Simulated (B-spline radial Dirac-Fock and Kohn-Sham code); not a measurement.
## Two-hole binding energies of Zr⁴⁺

System: zirconium as Zr⁴⁺ in the configuration 1s2 2s2 2p6 3s2 3p6 3d10 4s2 4p6, inside a Watson sphere of charge -4 and radius 3 Å (a model of the Madelung potential; inside it an electron's potential energy is raised by 19.2 eV).

Level of theory: Dirac-Fock energy differences between relaxed states, corrected for Breit and QED terms; a radial atomic solver. U is the two-hole binding energy less the two single-hole energies, the effective repulsion of the holes after relaxation. Each two-hole energy is an average over J within one jj subconfiguration.

```tsv
holes	E(a) (eV)	E(b) (eV)	E(ab) (eV)	U (eV)
1s⁻¹ 2p1/2⁻¹	18033.6	2345.1	20548.9	170.2
1s⁻¹ 2p3/2⁻¹	18033.6	2260.6	20455.7	161.5
1s⁻¹ 3p1/2⁻¹	18033.6	383.8	18470.1	52.7
2s⁻²	2574.8	2574.8	?	?
2p1/2⁻²	2345.1	2345.1	4814.8	124.7
2p1/2⁻¹ 2p3/2⁻¹	2345.1	2260.6	4719.3	113.7
2p3/2⁻²	2260.6	2260.6	4635.8	114.6
2s⁻¹ 3p3/2⁻¹	2574.8	369.9	2990.3	45.6
2s⁻¹ 3d3/2⁻¹	2574.8	218.1	2840.0	47.1
2s⁻¹ 3d5/2⁻¹	2574.8	215.7	2837.3	46.8
2p3/2⁻¹ 3s⁻¹	2260.6	469.9	2776.4	45.9
2p3/2⁻¹ 3d3/2⁻¹	2260.6	218.1	2526.4	47.7
2p3/2⁻¹ 3d5/2⁻¹	2260.6	215.7	2522.5	46.3
3p3/2⁻²	369.9	369.9	777.4	37.5
```

Question: Give the missing two-hole energy and U.

Answer: E(ab) = 5252.0 eV and U = 102.4 eV.

Values without a named source are computed, but for edge energies of neutral atoms, which are taken from tables.
